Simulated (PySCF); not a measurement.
Delta-SCF ions had no search for a lower state. Excitations are Tamm–Dancoff values on a coarser integration grid. The basis has no diffuse functions, so Rydberg states are missing or too high.

Cartesian coordinates (Å):
SMILES: CS[SiH2]O
```xyz
10

C     -1.4547    -0.4229    -1.0192
S      0.3338    -0.7402    -1.0100
Si     0.9180     0.4830     0.6336
O      2.2692    -0.1463     1.3217
H     -1.8767    -0.5306    -0.0201
H     -1.6766     0.5693    -1.4101
H     -1.9016    -1.1681    -1.6764
H     -0.2536     0.5247     1.5544
H      1.2989     1.8613     0.2487
H      2.2493    -1.0811     1.5345
```
Charge 0, spin multiplicity 1.

**Question.** Predict the S1 excitation (TDA), T1 excitation (TDA), HOMO, HOMO–LUMO gap, total energy, vertical ionisation energy (Delta-SCF), dipole moment and S1 oscillator strength from PBE0-D4/def2-TZVP run with PySCF.

**Answer.** 
```json
{
  "S1 excitation (TDA)": "5.38 eV",
  "T1 excitation (TDA)": "4.97 eV",
  "HOMO": "-7.00 eV",
  "HOMO–LUMO gap": "6.86 eV",
  "total_energy": "-21888.23 eV",
  "vertical ionisation energy (Delta-SCF)": "9.16 eV",
  "dipole_moment": "1.98 D",
  "S1 oscillator strength": "0.005"
}
```
